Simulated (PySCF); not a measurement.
CH₈SSi₂. Atoms are numbered in the order given.

```xyz
12

Si     1.4070     1.1316     0.6597
S      0.4556    -0.7975     0.8313
Si    -0.7811    -0.7825    -0.9525
C     -2.0934     0.5610    -0.8882
H      2.0024     1.3097    -0.6961
H      0.4486     2.2490     0.8991
H      2.4727     1.1674     1.6964
H      0.0821    -0.5985    -2.1556
H     -1.4003    -2.1358    -0.9867
H     -2.7436     0.5042    -1.7769
H     -2.7182     0.4470     0.0112
H     -1.6362     1.5626    -0.8638
```

Geometry optimised at B3LYP-D3(BJ)/def2-SVP. The values are those of a single conformer.

These are PBE/def2-TZVP run with PySCF values and carry that method's errors.

The total energy is -1019.65290 hartree and the highest occupied level is -6.16 eV. The lowest empty level is -0.87 eV and the orbital gap comes out as 5.29 eV. The dipole moment is 1.51 D. The quadrupole, principal values (traceless, Buckingham form, about the centre of nuclear charge) is -2.17, -1.96, 4.13 D·Å and the mean static polarisability comes out as 88.2 bohr³ (13.08 Å³). The polarisability, principal values is 74.5, 84.3, 105.9 bohr³.
